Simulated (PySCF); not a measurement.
SMILES CB(C)S[SiH3] (C2H9BSSi) at its CAM-B3LYP/def2-SVP optimised geometry (Å):

```
14

Si     1.4266    -0.3070     0.0000
S      0.8320    -1.3533     1.7892
B     -0.9862    -1.3410     1.7817
C     -1.6828    -2.0543     2.9944
C     -1.8270    -0.6628     0.6369
H      0.9309     1.0952     0.0000
H      0.9311    -0.9945    -1.2221
H      2.9116    -0.3070     0.0000
H     -2.3282    -2.8647     2.6115
H     -2.3668    -1.3451     3.4924
H     -1.0037    -2.4759     3.7477
H     -2.9116    -0.7627     0.7892
H     -1.5953     0.4134     0.5621
H     -1.5828    -1.0952    -0.3482
```

Calculation: PySCF 2.14.0 with CAM-B3LYP/def2-TZVP. Cells within 0.4 Å of a nucleus heavier than hydrogen are left out (blank, or x).

Map of the electron localisation function on the plane z = 0.6 Å:

```
|000000000000000000000000000|
|000000000000000000000000000|
|000000000000000000000000000|
|000000000000000000000000000|
|000000000000000000000000000|
|000000000000000000000000000|
|000000000000001221000000000|
|000000000000028997200000000|
|000000002100059999600000000|
|000000158830069999600000000|
|000000289991049999510110000|
|000000289994029998324786100|
|000122379996004763259999500|
|002788669983002300189999800|
|00699996x252004400189999800|
|00799997xx63015852369999700|
|006999973673125887325898300|
|002899745652135776201232000|
|000243212321135664200000000|
|000000000000135554100000000|
|000000000000134543100000000|
|000000000000013332000000000|
|000000000000001110000000000|
|000000000000000000000000000|
|000000000000000000000000000|
|000000000000000000000000000|
|000000000000000000000000000|
```
Scale: ten equal steps from 0.000 (start of '0') to 1.000 (end of '9'), in the order '0123456789'; x runs from -5.00 to 5.00, y from -5.00 (bottom) to 5.00 (top).
